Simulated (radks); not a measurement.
Task: Hf51+, 21 electrons, occupied as [Ar] 3d3. All-electron calculation, scalar-relativistic Kohn-Sham, PBE, spin-unpolarised, spherical densities, point nucleus. Program: a radial shooting solver on a logarithmic mesh with Libxc functionals. Some entries of the table are withheld. Estimate them.

| orbital | occ. | eigenvalue (eV) | r(max) (bohr) | <r^2> (bohr^2) |
|---|---|---|---|---|
| 1s | 2 | -68618.21 | 0.01190 | 0.0004948 |
| 2s | 2 | -14416.60 | 0.06786 | 0.007532 |
| 2p | 6 | (1) | 0.05547 | 0.006174 |
| 3s | 2 | -5415.902 | (2) | 0.04448 |
| 3p | 6 | -5012.977 | 0.1819 | 0.04384 |
| 3d | 3 | -4605.527 | 0.1456 | 0.03463 |
| 4s | 0 | -2787.595 | 0.3784 | (3) |
| 4p | 0 | -2626.824 | (4) | 0.1649 |

Result: 
(1) 2p eigenvalue (eV): -13070.85
(2) 3s r(max) (bohr): 0.1858
(3) 4s <r^2> (bohr^2): 0.1602
(4) 4p r(max) (bohr): 0.3834
